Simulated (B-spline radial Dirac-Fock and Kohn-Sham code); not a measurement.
Satellites and hypersatellites of the K lines of La¹³⁺

System: the La¹³⁺ ion, configuration 1s2 2s2 2p6 3s2 3p6 3d10 4s2 4p6 4d8.

Input of the calculation (task.json; shells as n, l, electrons):

```json
{"items": [{
  "Z": 57,
  "q": 13,
  "cfg": [[1, 0, 2], [2, 0, 2], [2, 1, 6], [3, 0, 2], [3, 1, 6], [3, 2, 10], [4, 0, 2], [4, 1, 6], [4, 2, 8]],
  "A": 139,
  "rrms": 4.855,
  "do": ["binding", "quiet", "double"]
}]}
```

Run with: `python xray_run.py task.json out`

Calculated with a radial atomic solver, using Dirac-Fock energy differences between relaxed states, corrected for Breit and QED terms. Each two-hole energy is an average over J within one jj subconfiguration, not an observable level; in light atoms, where LS coupling holds, the j-resolved values are not observed lines, and for a K spectator the Kα1 hypersatellite is nearly forbidden. Correlation and solid-state effects are left out.

Lines without a spectator: Kα2 (K-L2) 33034.1 eV, Kα1 (K-L3) 33442.2 eV, Kβ3 (K-M2) 37724.4 eV, Kβ1 (K-M3) 37805.9 eV. Shifts in eV with one spectator hole (a dash: not computed, or left out as unreliable):

| spectator hole | Kα2 | Kα1 | Kβ3 | Kβ1 |
| --- | --- | --- | --- | --- |
| L2 (2p1/2) | +78.7 | +100.9 | – | +208.5 |
| L3 (2p3/2) | +72.0 | +73.8 | +177.3 | – |
| M2 (3p1/2) | – | +13.25 | +29.32 | +35.1 |
| M3 (3p3/2) | +9.04 | – | +28.62 | +28.30 |

Task: Where does the K-L3 hypersatellite lie, emitted when both K electrons are missing?

Result: +710.4 eV from the normal line, at 34152.6 eV. Removing both K electrons costs 79348.6 eV, which is 972.7 eV more than twice the K binding energy.

With n spectator holes in 2p, averaged over the 2p shell (energies in eV):

```
n     KαLⁿ   step  hypersatellite KαʰLⁿ
0  33306.1      –               34006.8
1  33387.0  +80.9               34089.4
2  33469.3  +82.3               34173.3
3  33553.0  +83.7               34258.6
4  33638.1  +85.1               34345.4
5  33724.7  +86.5               34433.6
```
